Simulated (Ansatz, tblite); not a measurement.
Cost and result up the ladder for the cluster NaLi₆⁺ (7 atoms). The state is a singlet with charge 1. Geometry: PBE/def2-TZVP.

```xyz
7

Li   -2.4256   -1.2110   -0.3346
Li    1.8450    0.6884    1.9391
Li   -0.9618   -0.8357    2.4534
Li   -0.5780    1.1233    0.1723
Li    0.5854   -1.1210   -0.1313
Li    2.1254    1.2604   -1.1673
Na   -0.5904    0.0957   -2.9316
```

Ansatz on 4 threads of Arm Neoverse V1 on a shared host; xTB runs through tblite on one thread. Times are rough, summed over both states, and most runs start from the orbitals of an earlier one. No level here is sound enough to serve as a yardstick. The other state is a triplet.

The xTB rows come from tblite. The structure comes from a short search, and lower isomers may exist.

xTB has no spin-polarisation term.

| level | functions | wall time | vertical triplet (eV) | remarks |
| --- | --- | --- | --- | --- |
| GFN1-xTB | 28 | 0.006 s | 0.46 | – |
| GFN2-xTB | 28 | 0.009 s | 0.59 | – |
| PBE/def2-TZVP | 116 | 5.4 s | 0.84 | restricted SCF unstable in HF (singlet) |
| PBE0/def2-TZVP | 116 | 8.1 s | 0.87 | restricted SCF unstable in HF (singlet) |
| r2SCAN/def2-TZVP (with forces) | 116 | 11 s | 0.65 | restricted SCF unstable in HF (singlet), spin-contaminated (⟨S²⟩ 2.14) (triplet) |
